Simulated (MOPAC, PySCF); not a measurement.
H$_{4}$AlN, SMILES `[NH2][AlH2]` (H–N–Al–H torsion 180°), neutral singlet in the gas phase. 

Cartesian coordinates (Å):
SMILES: [NH2][AlH2]
```xyz
6

N     -0.9307    -0.0895     0.0321
Al     0.8229     0.0792    -0.0283
H     -1.5869     0.6581    -0.1257
H     -1.4201    -0.9474     0.2292
H      1.6975    -1.2008     0.2435
H      1.4174     1.5004    -0.3508
```
Charge 0, spin multiplicity 1.

All levels are single points at this geometry (CAM-B3LYP-D3(BJ)/def2-TZVP); Pople sets use spherical d functions. Orbital energies aren't observables, and empty levels follow the basis.

| level | HOMO (eV) | LUMO (eV) | gap (eV) | dipole (D) | vertical IE, Delta-SCF (eV) |
|---|---|---|---|---|---|
| CAM-B3LYP-D3(BJ)/def2-TZVP in PySCF | -9.02 | 0.28 | 9.30 | 1.26 | 10.16 |
| PBE-D3(BJ)/def2-TZVP in PySCF | -6.23 | -1.37 | 4.86 | 1.40 | – |
| B3LYP/3-21G in PySCF | -6.89 | -0.52 | 6.37 | 1.92 | – |
| B3LYP/LANL2DZ in PySCF | -7.13 | -0.72 | 6.41 | 1.38 | – |
| BP86/6-31G* in PySCF | -6.08 | -1.24 | 4.84 | 1.67 | – |
| M06-2X/6-31G* in PySCF | -8.69 | 0.16 | 8.85 | 1.40 | – |
| PBE/6-31G* in PySCF | -5.98 | -1.19 | 4.79 | 1.66 | – |
| SVWN5/6-31G* in PySCF | -6.12 | -1.36 | 4.76 | 1.72 | – |
| HF/6-31G* in PySCF | -10.75 | 2.13 | 12.88 | 1.18 | 8.44 |
| HF/STO-3G in PySCF | -7.73 | 9.88 | 17.62 | 0.31 | – |
| AM1 in MOPAC | -10.43 | -0.10 | 10.33 | 1.77 | – |
| PM3 in MOPAC | -10.37 | -1.69 | 8.68 | 2.91 | – |
| PM7 in MOPAC | -11.67 | -0.09 | 11.58 | 3.52 | – |
